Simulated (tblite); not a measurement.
Compound: C7H3O3 (doublet state).
SMILES with atom numbers: `[O:1]=[C:2]([OH:3])[C:4]#[C:5][c:6]1[cH:7][cH:8][c:9][o:10]1` (hydrogens: H11 on O3; H12 on C7; H13 on C8)

A start from a force field or distance geometry was refined with GFN2-xTB geometry optimisation, gas phase (tblite 0.8.0). Values at the start:

```json
{"coordinate": "O1=C2", "start": "1.265 Å"}
{"coordinate": "C2–O3", "start": "1.398 Å"}
{"coordinate": "C2–C4", "start": "1.432 Å"}
{"coordinate": "O3–H11", "start": "1.016 Å"}
{"coordinate": "C4≡C5", "start": "1.209 Å"}
{"coordinate": "C5–C6", "start": "1.443 Å"}
{"coordinate": "C6–C7", "start": "1.386 Å"}
{"coordinate": "C6–O10", "start": "1.306 Å"}
{"coordinate": "C7–C8", "start": "1.387 Å"}
{"coordinate": "C7–H12", "start": "1.094 Å"}
{"coordinate": "C8–C9", "start": "1.402 Å"}
{"coordinate": "C8–H13", "start": "1.089 Å"}
{"coordinate": "C9–O10", "start": "1.312 Å"}
{"coordinate": "O1–C2–O3", "start": "116.0°"}
{"coordinate": "O1–C2–C4", "start": "120.4°"}
{"coordinate": "C2–C4–C5", "start": "179.7°"}
{"coordinate": "O3–C2–C4", "start": "123.6°"}
{"coordinate": "C5–C6–C7", "start": "121.4°"}
{"coordinate": "C5–C6–O10", "start": "129.8°"}
{"coordinate": "C6–O10–C9", "start": "110.5°"}
{"coordinate": "C8–C9–O10", "start": "108.9°"}
```

**Question.** How do these coordinates change at the GFN2-xTB level?

**Answer.** 
```csv
coordinate,GFN2-xTB (Å or °),change
C6–O10,1.373,+0.067
O1=C2,1.204,-0.061
C2–O3,1.341,-0.057
C5–C6,1.389,-0.054
O3–H11,0.970,-0.046
C8–C9,1.357,-0.045
C7–C8,1.419,+0.032
C7–H12,1.071,-0.023
C8–H13,1.068,-0.021
C6–C7,1.379,-0.007
C9–O10,1.306,-0.006
C4≡C5,1.211,+0.002
C2–C4,1.432,0.000
O3–C2–C4,112.0,-11.6
C5–C6–O10,120.3,-9.5
C5–C6–C7,130.9,+9.5
O1–C2–O3,123.7,+7.7
C8–C9–O10,114.3,+5.4
C2–C4–C5,174.7,-5.0
C6–O10–C9,106.2,-4.3
O1–C2–C4,124.3,+3.9
```

The energy falls by 82.2 kJ/mol over 84 L-BFGS steps, the largest force on an atom goes from 4.92 to 0.009 eV/Å, and the atoms move by 0.427 Å rms after alignment. The bond that changes most is C6–O10 (ends: carbon bonded to 2 C and O; oxygen bonded to 2 C), which lengthens by 0.067 Å. Bonds longer at the end by more than 0.005 Å: 2 of 13; shorter: 9. Rotational constants go from 5406, 515.6, 487.1 to 5422, 548.0, 497.7 MHz.

On an Arm Neoverse V1 with one thread, no GPU (shared host), this took 0.55 s.

Its GFN2-xTB frequencies are all real (lowest 42 cm⁻¹).

Conformer computed: `[O:1]=[C:2]([OH:3])[C:4]#[C:5][c:6]1[cH:7][cH:8][c:9][o:10]1`: H–O3–C2–O1 0°.

One conformer stands for the species.
